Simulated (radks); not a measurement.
Fractional charge and spin in the 5p shell of erbium: the spin-up occupation runs from 2 to 3 and the spin-down occupation from 2 to 3; the fullest corner is Er3+, [Kr] 4d10 4f(up 5.5, down 5.5) 5s2 5p(up 3, down 3). Calculated with a radial shooting solver on a logarithmic mesh with Libxc functionals: scalar-relativistic Kohn-Sham, BLYP, spin-polarised, spherical densities, point nucleus. Energy (eV) above the fullest corner. The planes named below are the two flat planes that join the four corners, with an edge along up + down = one added electron.

down \ up,2,2.25,2.5,2.75,3
2,139.821,119.022,99.157,80.219,62.200
2.25,119.022,99.217,80.337,62.373,45.318
2.5,99.157,80.337,62.431,45.431,29.330
2.75,80.219,62.373,45.431,29.385,14.227
3,62.200,45.318,29.330,14.227,0.000

Corners above the fullest one (they belong to Er4+ and the next ion): (up 3, down 2) 62.200 eV, (up 2, down 3) 62.200 eV, (up 2, down 2) 139.82 eV. With half an added electron in each spin the energy lies 0.231 eV from the planes, and with half an added electron in spin up alone -1.853 eV. The planes are only a guide here: the flat-plane condition holds for ground states with one frontier orbital, while this shell lies below other occupied shells, so the corners above the fullest one are inner-hole states and not the ground states of those ions.
